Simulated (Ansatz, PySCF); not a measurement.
Gas-phase reaction (SMILES): CN(C)C(=O)N(C)C [1,1,3,3-tetramethylurea] + 8 [H][H] (H2) -> 5 C (CH4) + 2 N (NH3) + O (H2O); energy of full hydrogenation.

Each molecule is optimised on its own at B3LYP-D3(BJ)/def2-TZVP (Ansatz, an electronic-structure program), one conformer each, not searched for the lowest. Valence correlation only, unless marked. No spin-orbit coupling. Non-relativistic. CBS marks a two-point X^-3 extrapolation of the correlation energy; Hartree-Fock from the larger set. The bracket is a focal-point correction in the basis named. Thermal terms are rigid-rotor harmonic-oscillator values from B3LYP-D3(BJ) frequencies (PySCF) at 298.15 K and 1 atm. 1 Eh = 627.5095 kcal/mol.

```
species          E, RI-MP2/CBS(cc-pVTZ,cc-pVQZ)+[CCSD(T)-MP2]/cc-pVTZ (Ansatz) (Eh)  E, PBE-D3(BJ)/def2-TZVPD (Ansatz + dftd3) (Eh)  H - E (Eh)  G - E (Eh)
---------------  ------------------------------------------------------------------  ----------------------------------------------  ----------  ----------
CN(C)C(=O)N(C)C                                                          -382.05401                                      -382.17301     0.18654     0.14116
[H][H] (H2)                                                                -1.17529                                        -1.16598     0.01336    -0.00144
C (CH4)                                                                   -40.46125                                       -40.46420     0.04840     0.02728
N (NH3)                                                                   -56.50668                                       -56.51114     0.03799     0.01614
O (H2O)                                                                   -76.37659                                       -76.38147     0.02495     0.00353
```

Question: Work out ΔE and ΔH, ΔG, ΔS and the equilibrium constant at 298.15 K at the first level, then ΔH at the second.

Answer: 
1. ΔE = [5×(-40.46125) + 2×(-56.50668) + (-76.37659)] - [(-382.05401) + 8×(-1.17529)] = -0.23987 Eh = -150.5 kcal/mol at RI-MP2/CBS(cc-pVTZ,cc-pVQZ)+[CCSD(T)-MP2]/cc-pVTZ.
2. The terms H - E add up to 0.04951 Eh, so ΔH = (-0.23987 + (0.04951))×627.5095 = -119.5 kcal/mol.
3. The terms G - E add up to 0.04257 Eh, so ΔG = -123.8 kcal/mol, and ΔS = (0.04951 - (0.04257))×627509.5/298.15 = 14.6 cal/(mol K).
4. log10 K = -ΔG/(RT ln 10) = 90.7, with RT ln 10 = 1.3642 kcal/mol.
5. At PBE-D3(BJ)/def2-TZVPD the same steps give ΔE = -140.5 and ΔH = -109.4 kcal/mol, a shift of +10.1 from the first level.
6. These values are not checked against measurement here, since the tables used lack a sound gas-phase enthalpy of formation for at least one species.
